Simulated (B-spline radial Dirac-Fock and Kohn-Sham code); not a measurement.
**X-ray form factors of terbium in several charge states**

Level of theory: configuration-average Dirac-Fock orbitals; a radial finite-basis atomic code.

Configurations: Tb⁵⁹⁺ [He] 2s2 2p2; Tb⁶⁰⁺ [He] 2s2 2p1; Tb⁶²⁺ [He] 2s1. The first column is f₀ of Tb⁵⁹⁺, the others are differences from it.

| s (Å⁻¹) | Tb⁵⁹⁺ | Δ Tb⁶⁰⁺ | Δ Tb⁶²⁺ |
| --- | --- | --- | --- |
| 0 | 6.000 | -1.000 | -3.000 |
| 0.05 | 5.999 | -1.000 | -3.000 |
| 0.1 | 5.998 | -0.999 | -2.998 |
| 0.15 | 5.994 | -0.999 | -2.996 |
| 0.2 | 5.990 | -0.998 | -2.993 |
| 0.25 | 5.985 | -0.997 | -2.989 |
| 0.3 | 5.978 | -0.995 | -2.984 |
| 0.35 | 5.970 | -0.993 | -2.979 |
| 0.4 | 5.961 | -0.991 | -2.972 |
| 0.45 | 5.950 | -0.989 | -2.965 |
| 0.5 | 5.939 | -0.986 | -2.957 |
| 0.6 | 5.912 | -0.981 | -2.938 |
| 0.7 | 5.880 | -0.974 | -2.916 |
| 0.8 | 5.844 | -0.966 | -2.891 |
| 0.9 | 5.804 | -0.957 | -2.863 |
| 1 | 5.760 | -0.947 | -2.832 |
| 1.1 | 5.711 | -0.936 | -2.798 |
| 1.2 | 5.659 | -0.925 | -2.761 |
| 1.4 | 5.543 | -0.899 | -2.680 |
| 1.6 | 5.413 | -0.871 | -2.589 |

Values without a named source are computed, but for edge energies of neutral atoms, which are taken from tables.
